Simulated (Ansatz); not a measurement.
`[O]1[SiH2][GeH2]1` + `CBr` → `[CH3][GeH]1[O][SiH2]1` + HBr at 700 K and 1 bar (formal exchange of groups at a Ge–H bond).

Isolated molecules relaxed with PBE0-D4/def2-TZVP in Ansatz; ΔE leaves out vibrations. CCSD(T)/CBS is the MP2 limit (def2-TZVPP, def2-QZVPP) plus CCSD(T) − MP2 in def2-TZVPP, frozen cores. For Br, Ge outer-core shells are correlated without core-valence functions, which leaves a few kJ/mol of doubt a bond. Scalar relativity is left out up to krypton.

| species | CCSD(T)/CBS energy (Eh) | H − E (kJ/mol) | S (J/(mol·K)) |
| --- | --- | --- | --- |
| `[O]1[SiH2][GeH2]1` | -2442.76781 | 150.9 | 380.1 |
| `CBr` | -2613.17401 | 130.7 | 291.4 |
| `[CH3][GeH]1[O][SiH2]1` | -2482.04381 | 246.7 | 452.3 |
| HBr | -2573.91920 | 36.5 | 223.7 |

H − E and S are ideal-gas, rigid-rotor, harmonic terms from PBE0-D4/def2-TZVP, for one conformer and one mirror image of each species. 1 Eh = 2625.50 kJ/mol, R = 8.31446 J/(mol·K).

Question: By hand: ΔE, ΔH, ΔS and ΔG.

Answer: ΔE = (-2482.04381) + (-2573.91920) − (-2442.76781) − (-2613.17401) = -0.02119 Eh = -55.6 kJ/mol. Δ(H − E) = 246.7 + 36.5 − 150.9 − 130.7 = 1.6, so ΔH = -54.0 kJ/mol. ΔS = 452.3 + 223.7 − 380.1 − 291.4 = 4.5 J/(mol·K). ΔG = -54.0 − 700 × (4.5)/1000 = -57.1 kJ/mol.

Question: By hand: the equilibrium constant, and the temperature at which ΔG would vanish if ΔH and ΔS stayed fixed.

Answer: log₁₀ K = −ΔG/(RT ln 10) = 4.3. ΔH and −TΔS have one sign here, so there is no such temperature. One of them is within its doubt of zero, so this could turn.

The number of gas molecules stays the same, so ΔS is small and ΔH decides. A doubt of 5 kJ/mol in ΔE shifts log₁₀ K by 0.4 here. Other conformers and mirror images would add mixing entropy, several J/(mol·K) or more a flexible species. These are equilibria of isolated gas molecules and say nothing of rates. Largest T1 diagnostic: 0.014 (customary marks: 0.02 for closed shells, 0.045 for open ones).
